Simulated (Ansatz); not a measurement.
C6H9OSc (`[CH3][Sc]1234([OH])[C@H]5[C@@H]1[C@@H]2[C@@H]3[C@H]54`), relaxed with RKS PBE0-D4/def2-TZVP in Ansatz from a GFN2-xTB geometry. The force threshold is 0.005 eV/Å; the program also tests the step.

Charge 0, multiplicity 1.

Start:

```xyz
17

C    -1.747   -0.298   -1.997
Sc    0.146   -0.038   -0.804
O     1.540    0.027   -1.937
C    -0.020    1.243    1.308
C     1.346    0.900    1.166
C     1.456   -0.507    1.261
C     0.157   -1.034    1.462
C    -0.751    0.049    1.507
H    -2.303   -1.211   -1.728
H    -2.465    0.525   -1.848
H    -1.609   -0.361   -3.087
H     1.955   -0.007   -2.798
H    -0.405    2.244    1.455
H     2.177    1.596    1.158
H     2.385   -1.061    1.339
H    -0.070   -2.054    1.746
H    -1.791   -0.013    1.796
```

```tsv
step	energy (eV)	largest force (eV/Å)	largest move (Å)
1	-29106.4080	1.660	0.000
2	-29106.5900	0.811	0.195
3	-29106.6868	0.352	0.087
4	-29106.7108	0.406	0.200
5	-29106.7242	0.260	0.088
6	-29106.7282	0.141	0.027
7	-29106.7319	0.148	0.041
8	-29106.7337	0.312	0.082
9	-29106.7380	0.190	0.046
10 (rejected)	-29106.7374	0.313	0.094
11	-29106.7406	0.039	0.047
12	-29106.7414	0.020	0.049
13	-29106.7416	0.023	0.030
14	-29106.7416	0.013	0.017
15	-29106.7416	0.007	0.006
16	-29106.7417	0.002	0.002
```

End:

```xyz
17

C    -1.744   -0.279   -1.711
Sc    0.268   -0.030   -0.847
O     1.597    0.012   -2.153
C    -0.070    1.228    1.253
C     1.302    0.894    1.192
C     1.410   -0.508    1.286
C     0.105   -1.037    1.405
C    -0.809    0.036    1.396
H    -2.246   -1.185   -1.347
H    -2.414    0.556   -1.463
H    -1.703   -0.348   -2.804
H     2.366    0.049   -2.713
H    -0.482    2.227    1.209
H     2.124    1.587    1.082
H     2.330   -1.075    1.261
H    -0.150   -2.084    1.497
H    -1.884   -0.043    1.456
```

Hardware: 2 threads of an AMD EPYC 7R13 on a shared host and a share of an NVIDIA H100 80 GB. Wall time 40 s, peak host memory 1 GiB.
